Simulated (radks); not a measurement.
Results of a calculation; reference values are marked as such.
All-electron atom: the chromium ion Cr4+ in [Ar] 3d2.

Level of theory: Dirac Kohn-Sham, PBE, spin-unpolarised, spherical densities, point nucleus; open shells fill j = l - 1/2 first (a radial shooting solver on a logarithmic mesh with Libxc functionals).

Energy parts (hartree):
| part | energy |
|---|---|
| total | -1046.79811 |
| kinetic | 1059.27885 |
| electron-nucleus | -2455.25650 |
| Hartree | 396.08288 |
| exchange-correlation | -46.90334 |

Orbitals (lengths in bohr, moments of r in powers of bohr; <r^-3> diverges for s and p1/2):
[
 {"orbital": "1s1/2", "occ.": "2", "eigenvalue (hartree)": "-218.3292", "<r^4>": "0.00007594", "<r^-3>": "-", "small-component weight": "7.42e-03"},
 {"orbital": "2s1/2", "occ.": "2", "eigenvalue (hartree)": "-26.82582", "<r^4>": "0.01803", "<r^-3>": "-", "small-component weight": "1.33e-03"},
 {"orbital": "2p1/2", "occ.": "2", "eigenvalue (hartree)": "-23.12087", "<r^4>": "0.01378", "<r^-3>": "-", "small-component weight": "1.31e-03"},
 {"orbital": "2p3/2", "occ.": "4", "eigenvalue (hartree)": "-22.80341", "<r^4>": "0.01430", "<r^-3>": "354.1", "small-component weight": "1.29e-03"},
 {"orbital": "3s1/2", "occ.": "2", "eigenvalue (hartree)": "-4.87819", "<r^4>": "1.223", "<r^-3>": "-", "small-component weight": "2.97e-04"},
 {"orbital": "3p1/2", "occ.": "2", "eigenvalue (hartree)": "-3.82869", "<r^4>": "1.580", "<r^-3>": "-", "small-component weight": "2.66e-04"},
 {"orbital": "3p3/2", "occ.": "4", "eigenvalue (hartree)": "-3.78752", "<r^4>": "1.630", "<r^-3>": "46.24", "small-component weight": "2.63e-04"},
 {"orbital": "3d3/2", "occ.": "2", "eigenvalue (hartree)": "-2.13337", "<r^4>": "3.297", "<r^-3>": "4.525", "small-component weight": "1.89e-04"},
 {"orbital": "3d5/2", "occ.": "0", "eigenvalue (hartree)": "-2.12872", "<r^4>": "3.324", "<r^-3>": "4.468", "small-component weight": "1.88e-04"}
]

The highest occupied level is 3d3/2 at -58.052 eV. For comparison, the ionisation energy in NIST's Atomic Spectra Database is 69.46 eV (semi-empirical). In exact Kohn-Sham theory the highest level is minus the ionisation energy, but local and semilocal functionals leave it too shallow, through self-interaction and a potential that decays too fast; potentials with the right tail come closer.

Beside tabulated values, note that spin-unpolarised runs miss the spin-polarisation part of the exchange energy of open shells.
